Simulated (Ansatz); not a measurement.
Species: MgI, net charge 0, doublet state. SMILES: [Mg][I]
Geometry: optimised at B3LYP-D3(BJ)/def2-TZVP (Ansatz, a first-principles code).

Property: atomisation energy (electronic, to ground-state atoms), in eV. Correlated levels leave the core frozen unless marked. UHF or UKS for open shells. Spin-orbit coupling is left out. Frozen are the shells of the preceding noble gas and the d and f shells that filled before the atom's block. Past Kr the def2 sets carry scalar-relativistic core potentials. STO-3G rows are all-electron and non-relativistic. The coupled-cluster limit lacks core correlation, which all-electron functionals hold. CBS(X,Y): correlation extrapolated as X^-3; Hartree-Fock from the larger set.

```
level                                        program  atomisation energy (eV)
------------------------------------  --------------  -----------------------
HF/def2-QZVPP                                 Ansatz                     1.96
PBE0/STO-3G                                   Ansatz                     4.32
BHLYP-D4/def2-TZVPD                   Ansatz + dftd4                     2.17
r2SCAN0-D4/def2-TZVPD                 Ansatz + dftd4                     2.48
LC-wPBE/def2-TZVPD                            Ansatz                     2.34
RI-MP2/CBS(def2-TZVPP,def2-QZVPP)             Ansatz                     2.53
CCSD(T)/CBS(def2-TZVPPD,def2-QZVPPD)          Ansatz                     2.31
```
